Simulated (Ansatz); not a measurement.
Abridged output of a molecular run in Ansatz:

```
Functional definition: HF
1643 factors; integrals over basis functions are off by at most 1.0e-3 eV
mean field evaluation 1: about -30397.7935 eV, gradient 3.6e1 eV
mean field evaluation 2: about -30398.1381 eV, gradient 3.6e1 eV
mean field evaluation 4: about -30401.8052 eV, gradient 3.7e0 eV
mean field evaluation 8: about -30401.8796 eV, gradient 2.9e-1 eV
mean field evaluation 16: about -30401.8803 eV, gradient 2.2e-6 eV
mean field -30401.88032878 eV, -1117.2484949482 hartree, gradient 2.2e-6 eV, S^2 0.000000; 0 other end points of the search recorded, 0 dependent functions left out
17 core orbitals not correlated: weight in the atoms' cores, before any rotation towards them, 1.000 or more for the frozen orbitals, at most 0.000 for the correlated occupied ones
reference -30401.88032878 eV, -1117.2484949482 hartree; 15, 15 occupied and 254, 254 virtual orbitals, 1643 factors
second order -21.28856038 eV of doubles, -0.00000000 eV of singles
cycle   1  -22.38274445 eV  change    -1.1e0 eV  update   1.0e-1
cycle   2  -22.95021209 eV  change   -5.7e-1 eV  update   3.1e-2
cycle   3  -23.04495840 eV  change   -9.5e-2 eV  update   1.5e-2
cycle   4  -23.03444373 eV  change    1.1e-2 eV  update   4.2e-3
cycle   5  -23.03279532 eV  change    1.6e-3 eV  update   1.9e-3
cycle   6  -23.03272634 eV  change    6.9e-5 eV  update   6.3e-4
cycle   7  -23.03260487 eV  change    1.2e-4 eV  update   2.6e-4
cycle   8  -23.03266452 eV  change   -6.0e-5 eV  update   1.0e-4
cycle   9  -23.03268013 eV  change   -1.6e-5 eV  update   4.2e-5
cycle  10  -23.03265004 eV  change    3.0e-5 eV  update   2.1e-5
perturbative correction -1.01579154 eV, -0.0373296504 hartree
Total energy: -30425.92877036 eV, -1118.1322588755 hartree
```

Its atoms:

```xyz
12

C    -1.219   -0.151    1.197
Si    0.323   -0.481    0.231
Cl    1.261   -2.173    0.917
C     0.435   -0.182   -1.552
Si    1.528    1.358   -0.977
H    -1.721    0.732    0.798
H    -0.986    0.019    2.250
H    -1.890   -1.009    1.127
H    -0.496    0.093   -2.043
H     0.998   -0.912   -2.128
H     0.304    2.108   -0.443
H     1.463    0.596    0.624
```

Task: Which basis set was used?
A. def2-SVPD
B. def2-TZVPP
C. cc-pV(Q+d)Z
D. def2-SVP

Result: B. It gives 286 functions.

Task: Write the keys of the input that set method, charge and spin (a neutral closed shell needs none for the last two).

Result: 
```yaml
correlation: {method: ccsd_t}
```
